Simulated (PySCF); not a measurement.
The same groups moved round the core (cyclohexane cyano+boryl). All species are isolated molecules in the gas phase. One relaxed conformer stands for each flexible species; it need not be the lowest. Strings in code marks are SMILES.

The numbers are results of PBE-D3(BJ)/def2-TZVP // PBE0-D3(BJ)/def2-SVP (PySCF), not measurements. Excitations are Tamm–Dancoff values on a coarser integration grid. The basis has no diffuse functions, so Rydberg states are missing or too high.

| species | HOMO–LUMO gap (eV) | HOMO (eV) | T1 excitation (TDA) (eV) | S1 excitation (TDA) (eV) |
|---|---|---|---|---|
| `BC1(C#N)CCCCC1` | 4.41 | (withheld) | 4.03 | 4.57 |
| `B[C@H]1CC[C@H](C#N)CC1` | 4.74 | -7.33 | (withheld) | 4.88 |
| `[C@@H]1(C[C@@H](C#N)CCC1)B` | 5.21 | -7.11 | 4.84 | (withheld) |
| `C1[C@@H](C#N)[C@@H](CCC1)B` | 4.60 | (withheld) | 4.33 | 4.73 |

Q: Fill in the missing entries.

A: 
- `BC1(C#N)CCCCC1`, HOMO (eV): -7.41
- `B[C@H]1CC[C@H](C#N)CC1`, T1 excitation (TDA) (eV): 4.42
- `[C@@H]1(C[C@@H](C#N)CCC1)B`, S1 excitation (TDA) (eV): 5.39
- `C1[C@@H](C#N)[C@@H](CCC1)B`, HOMO (eV): -7.27
